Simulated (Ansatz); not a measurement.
`CB[TeH]` + `F[CH]([SiH3])[GaH2]` → `C[B]([GaH2])[TeH]` + `FC[SiH3]`  (redistribution)

Calculated with Ansatz (gas phase, PBE0-D4/def2-TZVP geometries, no zero-point term in ΔE). CCSD(T)/CBS is the MP2 limit (def2-TZVPP, def2-QZVPP) plus CCSD(T) − MP2 in def2-TZVPP, frozen cores. def2 core potentials past Kr. For Ga, Te outer-core shells are correlated without core-valence functions, which leaves a few kJ/mol of doubt a bond. Scalar relativity is left out up to krypton.

| species | CCSD/def2-SVP energy (Eh) |
| --- | --- |
| `CB[TeH]` | -332.81264 |
| `F[CH]([SiH3])[GaH2]` | -2353.16268 |
| `C[B]([GaH2])[TeH]` | -2256.58077 |
| `FC[SiH3]` | -429.39588 |

(1) Work out ΔE.

(2) What do rigid-rotor, harmonic-oscillator terms from PBE0-D4/def2-TZVP frequencies (298.15 K, 1 bar) make of the CCSD(T)/CBS value? (Estimate.)

Largest T1 diagnostic among the species: 0.014.

Results:

(1) ΔE = (-2256.58077) + (-429.39588) − (-332.81264) − (-2353.16268) = -0.00133 Eh = -0.04 eV. CCSD(T)/CBS gives -0.07 eV.

(2) Ansatz gave: ΔZPE = +0.06 eV, ΔH = 0.00 eV, ΔS = 12 J/(mol·K), ΔG = -0.04 eV.

Leaving LDA and LC-ωPBE aside and taking each functional with its dispersion term where it has one, the values, not all of them listed here, spread over 0.08 eV, from HSE06-D4 to ωB97M-V. In def2-TZVPP, CCSD(T) changes the Hartree–Fock value by −0.05 eV (the triples alone add −0.01 eV) and MP2 by −0.03 eV.
